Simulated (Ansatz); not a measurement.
Start from `N#[C][Sn]([F])([F])[Cl]` and change one atom or group to get `N#[C][Sn]([F])([F])[F]`.

Ansatz, PBE0-D4/def2-TZVP geometries, multiplicity 1. 

Elements past krypton have def2 core potentials.

| property | `N#[C][Sn]([F])([F])[Cl]` |
| --- | --- |
| HOMO energy (PBE/def2-TZVPP) / eV | -9.07 |
| HOMO–LUMO gap (B3LYP/def2-TZVPP) / eV | 6.96 |
| ideal-gas entropy at 298 K and 1 bar (rigid rotor, harmonic PBE0-D4/def2-TZVP) / J/(mol·K) | 384 |
| size of the dipole moment (ωB97M-V/def2-TZVPP) / D | 1.79 |
| HOMO–LUMO gap (PBE/def2-TZVPP) / eV | 5.10 |
| HOMO energy (PBE0/def2-TZVPP) / eV | -10.61 |

(1) What does the change do to each property? (Best estimate.)

Answers

(1) Ansatz gave: 
```csv
property,`N#[C][Sn]([F])([F])[F]`,shift
HOMO energy (PBE/def2-TZVPP) / eV,-9.61,-0.54
HOMO–LUMO gap (B3LYP/def2-TZVPP) / eV,7.56,0.60
"ideal-gas entropy at 298 K and 1 bar (rigid rotor, harmonic PBE0-D4/def2-TZVP) / J/(mol·K)",364,-20
size of the dipole moment (ωB97M-V/def2-TZVPP) / D,0.42,-1.37
HOMO–LUMO gap (PBE/def2-TZVPP) / eV,5.52,0.42
HOMO energy (PBE0/def2-TZVPP) / eV,-11.32,-0.71
```

With PBE0 the HOMO falls by 0.71 eV and the LUMO falls by 0.08 eV, so the gap widens by about 0.63 eV. PBE moves the HOMO by -0.54 eV and ωB97M-V by -0.76 eV. Dipoles are sizes alone; their direction can turn.

B3LYP here is the variant with VWN-RPA as its local correlation; programs differ in this.
